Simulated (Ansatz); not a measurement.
Program: Ansatz. Geometries: PBE0-D4/def2-TZVP. ΔE: electronic, gas phase. CCSD(T)/CBS is the MP2 limit (def2-TZVPP, def2-QZVPP) plus CCSD(T) − MP2 in def2-TZVPP, frozen cores. Functionals use def2-TZVPP. B3LYP here is the variant with VWN-RPA as its local correlation; programs differ in this. For As, Br outer-core shells are correlated without core-valence functions, which leaves a few kJ/mol of doubt a bond. Scalar relativity is left out up to krypton.

Consider the ligand exchange at the Si–Br bond: `Br[SiH]1CO1` + `[AsH3]` → `[AsH2][SiH]1CO1` + HBr.

Problem. Is it downhill or uphill in electronic energy at CCSD(T)/CBS, and by how much? (Best estimate.)

Solution. The calculation gave: Uphill: ΔE = +65.9 kJ/mol.

Problem. What do these levels give: PBE-D4, r2SCAN-D4, ωB97X-V, ωB97M-V, B2PLYP, PBE, r2SCAN, B3LYP, MP2/def2-TZVPP, SCS-MP2/def2-TZVPP, HF/def2-QZVPP, MP2/CBS(def2)? (Estimate.)

Solution. The calculation gave: PBE-D4 56.8, r2SCAN-D4 65.6, ωB97X-V 67.3, ωB97M-V 67.9, B2PLYP 67.4, PBE 58.4, r2SCAN 66.1, B3LYP 66.5, MP2/def2-TZVPP 66.7, SCS-MP2/def2-TZVPP 68.6, HF/def2-QZVPP 81.0, MP2/CBS(def2) 68.6 kJ/mol.

Largest T1 diagnostic among the species: 0.013.

In def2-TZVPP, CCSD(T) changes the Hartree–Fock value by −16.4 kJ/mol (the triples alone add −2.0 kJ/mol) and MP2 by −13.6 kJ/mol. From PBE to PBE0 (25 % exact exchange), in def2-TZVPP and without D4, ΔE moves by +3.7 kJ/mol.
